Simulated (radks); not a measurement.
Values are calculated unless marked as measured or tabulated.
Task: Coherent X-ray form factor from a spherical all-electron density. Level of theory: non-relativistic Kohn-Sham, LDA (Slater exchange, Perdew-Wang correlation), spin-polarised, spherical densities, point nucleus (a radial shooting solver on a logarithmic mesh with Libxc functionals).

sin(theta)/lambda (1/angstrom),f0 (electrons)
0.05,10.904
0.1,10.630
0.15,10.222
0.2,9.731
0.25,9.203
0.3,8.670
0.4,7.643
0.5,6.680
0.6,5.777
0.8,4.217
1,3.082
1.25,2.211
1.5,1.743
2,1.330

The species is in the configuration that NIST lists as its ground one. Which atom or ion scatters so?

Result: The phosphorus ion P4+, [Ne] 3s1. Extrapolating in s^2 from the first two rows gives f0(0) = 11.0, near the electron count 11; among species with that count, the fall with angle is slower the higher Z, and the table is that of Z = 15; from so few rows the species is fixed only to a neighbour or two.
